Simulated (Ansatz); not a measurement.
`CB(C)S` + NH₃ → `CB(C)N` + H₂S at 500 K and 1 bar (ligand exchange at a B–S bond).

Program: Ansatz. Geometries: PBE0-D4/def2-TZVP. ΔE: electronic, gas phase. CCSD(T)/CBS adds triple-zeta CCSD(T) − MP2 to the extrapolated MP2 energy (def2 sets, frozen cores). This one scheme is used for every species. One conformer a species, not always the lowest.

| species | CCSD(T)/CBS energy (Eh) | H − E (kJ/mol) | S (J/(mol·K)) |
| --- | --- | --- | --- |
| `CB(C)S` | -502.93918 | 272.3 | 388.9 |
| NH₃ | -56.50880 | 108.2 | 211.8 |
| `CB(C)N` | -160.48988 | 318.4 | 371.9 |
| H₂S | -398.97279 | 57.0 | 224.0 |

H − E and S are ideal-gas, rigid-rotor, harmonic terms from PBE0-D4/def2-TZVP, for one conformer and one mirror image of each species. 1 Eh = 2625.50 kJ/mol, R = 8.31446 J/(mol·K).

Task: By hand: ΔE, ΔH, ΔS and ΔG.

Result: ΔE = (-160.48988) + (-398.97279) − (-502.93918) − (-56.50880) = -0.01469 Eh = -38.6 kJ/mol. Δ(H − E) = 318.4 + 57.0 − 272.3 − 108.2 = -5.1, so ΔH = -43.7 kJ/mol. ΔS = 371.9 + 224.0 − 388.9 − 211.8 = -4.8 J/(mol·K). ΔG = -43.7 − 500 × (-4.8)/1000 = -41.3 kJ/mol.

Task: By hand: the equilibrium constant, and the temperature at which ΔG would vanish if ΔH and ΔS stayed fixed.

Result: log₁₀ K = −ΔG/(RT ln 10) = 4.3. ΔG = 0 at ΔH/ΔS = 9104 K, far beyond where these terms or the molecules hold.

The number of gas molecules stays the same, so ΔS is small and ΔH decides. A doubt of 5 kJ/mol in ΔE shifts log₁₀ K by 0.5 here. Other conformers and mirror images would add mixing entropy, several J/(mol·K) or more a flexible species. These are equilibria of isolated gas molecules and say nothing of rates. Largest T1 diagnostic: 0.012 (customary marks: 0.02 for closed shells, 0.045 for open ones).
